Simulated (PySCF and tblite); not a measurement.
Values are calculated unless marked as measured or tabulated.
C₅H₁₀OS, numbered as in [O:1]=[S:2]1[CH2:3][CH2:4][CH2:5][CH2:6][CH2:7]1. Conformers came from 90 starts (ETKDG and KDG, MMFF94s, GFN2-xTB); geometries are PBE0-D3(BJ)/def2-SVP. Energies: PBE0-D3(BJ)/def2-TZVP, with GFN2-xTB thermal terms (modes under about 100 cm⁻¹ blended into free rotors). Symmetry numbers and mirror images are counted. Conformers within 4 kcal/mol (GFN2-xTB free energy) were kept, 5 at most. GIAO shieldings: PBE0/pcSseg-1. Shifts are against TMS (¹H), TMS (¹³C) at the same level; of two unlike H on one atom, a is the less shielded. Programs: PySCF with density fitting and tblite.

The 6-ring runs over atoms 2–3–4–5–6–7. Of a mirror pair one member is shown.

| conformer | shape | point group | mirror pair | ΔE(DFT) | Δ(G−E) at 298.15 K | δ H3b/H7b (ppm) |
| --- | --- | --- | --- | --- | --- | --- |
| 1 | 6-ring chair (O1 axial) | Cs | no | 0.00 | 0.00 | 1.82 |
| 2 | 6-ring chair (all substituents equatorial) | Cs | no | 0.76 | -0.19 | 2.91 |
| 3 | 6-ring twist-boat (ring torsions -68, 37, 34, -74, 38, 26°) | C1 | yes | 5.22 | -0.17 | 2.64 |

Energies in kcal/mol; the thermal term leaves out symmetry numbers and mirror images.

(1) Work out the weights at 298.15 K and the ¹H shift of H3b/H7b under fast exchange.

Results:

(1) RT = 0.592 kcal/mol. Each conformer gets RT ln(σ/g), with σ the rotational symmetry number and g = 2 for a mirror pair: 1: σ = 1, g = 1, G = 0.00 + 0.00 + 0.00 = 0.00, 0.00 above the lowest, exp(−ΔG/RT) = 1.000; 2: σ = 1, g = 1, G = 0.76 − 0.19 + 0.00 = 0.57, 0.57 above the lowest, exp(−ΔG/RT) = 0.385; 3: σ = 1, g = 2, G = 5.22 − 0.17 − 0.41 = 4.64, 4.64 above the lowest, exp(−ΔG/RT) = 0.000. The sum is 1.385, so the weights are 72.2, 27.8, 0.0 %. The averaged shift is 2.12 ppm. At 298.15 K the leading conformer alone gives 1.82 ppm and bare DFT energies give 2.05 ppm.
